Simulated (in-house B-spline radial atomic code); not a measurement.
# Ionising Tb²⁺ with different functionals

Computed with an all-electron radial atomic-structure program (B-spline basis): four-component Dirac-Coulomb Hamiltonian, Fermi nucleus of rms radius 5.06 fm, spin-restricted, spherical fractional occupations for the functionals. The ionisation energy is the difference of two self-consistent energies, [Xe] 4f9 → [Xe] 4f8, without Breit or QED terms; ε is the level of the shell that loses the electron (mean over j). The electron is taken from both j subshells in proportion to 2j + 1, so the result is a j average, not the step between ground levels.

Hybrids are left out here: with spherical fractional occupations of an open shell their exact exchange keeps a self-interaction that integer-occupation calculations don't have.

```tsv
method	rung	ΔSCF (eV)	-ε(4f) (eV)
LDA VWN5	LDA	25.56	17.11
relativistic LDA	LDA	25.69	17.22
LDA PW92	LDA	25.55	17.10
LDA exchange-only	LDA	?	?
PBE	GGA	25.23	16.80
PBEsol	GGA	25.27	16.83
BLYP	GGA	25.07	16.67
RPBE	GGA	25.16	16.74
PW91	GGA	25.32	16.89
BP86	GGA	25.32	16.88
AM05	GGA	?	?
OLYP	GGA	25.56	17.04
```

Q: What does LDA exchange-only give?

A: ΔSCF 23.85 eV, and -ε(4f) = 15.50 eV.

Q: What does AM05 give?

A: ΔSCF 25.30 eV, and -ε(4f) = 16.84 eV.

Q: How do they compare with the NIST value?

A: NIST lists 21.82 eV ± 0.03 (semi-empirical, ground level to ground level). Errors run from +2.03 to +3.87 eV. The correlated functionals all miss on the same side by more than they spread, so the cause is common to them (Breit-QED terms, spin polarisation, the choice among j levels, multiplet and fine-structure energies, or a listed next ion that isn't the cheapest removal here) and closeness doesn't rank the functionals.
